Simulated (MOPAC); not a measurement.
MOPAC input (AM1):

```
AM1 1SCF CHARGE=-1 GEO-OK AUX(PRECISION=9) THREADS=1
C2HCl4

C    -0.82887000 1    0.04033900 1    0.27540500 1
C     0.65302600 1   -0.04629900 1   -0.02558100 1
Cl    1.33388900 1   -1.61785500 1    0.59742100 1
Cl    1.54924600 1    1.29747400 1    0.81855200 1
Cl   -1.54790100 1   -1.30891400 1   -0.83225800 1
Cl   -1.33073600 1    1.63090200 1   -0.60926900 1
H     0.97858500 1    0.00845700 1   -1.06452000 1
```

From the output:

```
                                                       MOPAC v23.2.5 Linux

          FINAL HEAT OF FORMATION =        -39.30498 KCAL/MOL =    -164.45204 KJ/MOL

          COSMO AREA              =        149.53 SQUARE ANGSTROMS
          COSMO VOLUME            =        148.84 CUBIC ANGSTROMS

          IONIZATION POTENTIAL    =          4.006720 EV
          HOMO LUMO ENERGIES (EV) =         -4.007  4.368
          NO. OF FILLED LEVELS    =         19
          MOLECULAR WEIGHT        =        166.8419         POINT GROUP:  Cs

          MOLECULAR DIMENSIONS (Angstroms)

            Atom       Atom       Distance
           Cl     5   Cl     4     4.37158
           Cl     6   Cl     3     4.35264
            C     1    H     7     2.00469

          SCF CALCULATIONS        =          1

   ATOM   CHEMICAL          X               Y               Z
  NUMBER   SYMBOL      (ANGSTROMS)     (ANGSTROMS)     (ANGSTROMS)

     1       C         -0.82887000  *   0.04033900  *   0.27540500  *
     2       C          0.65302600  *  -0.04629900  *  -0.02558100  *
     3      Cl          1.33388900  *  -1.61785500  *   0.59742100  *
     4      Cl          1.54924600  *   1.29747400  *   0.81855200  *
     5      Cl         -1.54790100  *  -1.30891400  *  -0.83225800  *
     6      Cl         -1.33073600  *   1.63090200  *  -0.60926900  *
     7       H          0.97858500  *   0.00845700  *  -1.06452000  *

                             CARTESIAN COORDINATES

   1    C       -0.828870000     0.040339000     0.275405000
   2    C        0.653026000    -0.046299000    -0.025581000
   3   Cl        1.333889000    -1.617855000     0.597421000
   4   Cl        1.549246000     1.297474000     0.818552000
   5   Cl       -1.547901000    -1.308914000    -0.832258000
   6   Cl       -1.330736000     1.630902000    -0.609269000
   7    H        0.978585000     0.008457000    -1.064520000

           Empirical Formula: C2 H Cl4  =     7 atoms

      MOLECULAR POINT GROUP   :   Cs

                  EIGENVALUES
 -33.45017 -32.72733 -31.27519 -30.79702 -26.18138 -17.56624 -12.17705 -12.13053
 -10.45662  -8.79967  -8.20129  -8.12061  -7.76081  -7.75172  -7.43422  -6.86767
  -6.69221  -6.31125  -4.00672   4.36832   4.89743   6.28333   6.99536   7.67290
   8.29732

              NET ATOMIC CHARGES AND DIPOLE CONTRIBUTIONS

  ATOM NO.   TYPE          CHARGE      No. of ELECS.   s-Pop       p-Pop
    1          C          -0.041135        4.0411     1.71631     2.32483
    2          C           0.001615        3.9984     1.31113     2.68725
    3         Cl          -0.174200        7.1742     1.98774     5.18646
    4         Cl          -0.174200        7.1742     1.98774     5.18646
    5         Cl          -0.353802        7.3538     1.98966     5.36414
    6         Cl          -0.353802        7.3538     1.98966     5.36414
    7          H           0.095525        0.9045     0.90448
 DIPOLE           X         Y         Z       TOTAL
 POINT-CHG.     3.070    -0.284     0.751     3.173
 HYBRID         1.151     0.040    -1.649     2.011
 SUM            4.220    -0.244    -0.897     4.321

          ATOMIC ORBITAL ELECTRON POPULATIONS

     Atom    s        px        py        pz
    1  C   1.71631   0.77215   0.59350   0.95917
    2  C   1.31113   1.00977   0.74819   0.92930
    3 Cl   1.98774   1.87369   1.40149   1.91127
    4 Cl   1.98774   1.79172   1.55475   1.83998
    5 Cl   1.98966   1.89839   1.67370   1.79204
    6 Cl   1.98966   1.94374   1.55597   1.86444
    7  H   0.90448

 **********************
 *                    *
 * JOB ENDED NORMALLY *
 *                    *
 **********************

 == MOPAC DONE ==
```

The dipole moment of an ion depends on the origin.

The geometry given is a B3LYP-D3(BJ)/def2-TZVP minimum.
